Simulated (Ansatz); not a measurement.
Reactions of `[Ag][I]`.

Isolated molecules relaxed with PBE0-D4/def2-TZVP in Ansatz; ΔE leaves out vibrations. CBS: MP2 limit from def2 TZ/QZ plus the TZ coupled-cluster correction, frozen cores. This one scheme is used for every species, atoms too. DFT in def2-TZVPP. Open shells (•) are unrestricted, without spin–orbit coupling. Spin–orbit coupling would lower the free atoms: strongly for I. Elements past krypton have def2 core potentials. Bonds to Ag, Br, I are less sure, by a few kJ/mol each and by 10 to 20 or more in all where they break to atoms, as the def2 sets lack core-valence functions. Scalar relativity is left out up to krypton.

```csv
reaction,CCSD(T)/CBS(def2) (eV)
`[Ag][I]` + HCl → `[Cl][Ag]` + HI,0.69
`[Ag][I]` + H–F → `[F][Ag]` + HI,?
`[Ag][I]` + HBr → `[Br][Ag]` + HI,0.34
`[Ag][I]` + `[SiH3]N[SiH3]` → `[SiH3][N]([SiH3])[Ag]` + HI,1.87
`[Ag][I]` + CH₃SH → `C[S][Ag]` + HI,1.06
`[Ag][I]` + H₂ → `[AgH]` + HI,?
`[Ag][I]` → Ag• + I•,2.81
```

(1) Fill in the missing values. (An estimate is asked.)

Largest T1 diagnostic: 0.026, for `[AgH]`, so its coupled-cluster energy is less sure.

Answers

(1) Ansatz gave: `[Ag][I]` + H–F → `[F][Ag]` + HI: +1.93 eV; `[Ag][I]` + H₂ → `[AgH]` + HI: +1.59 eV.
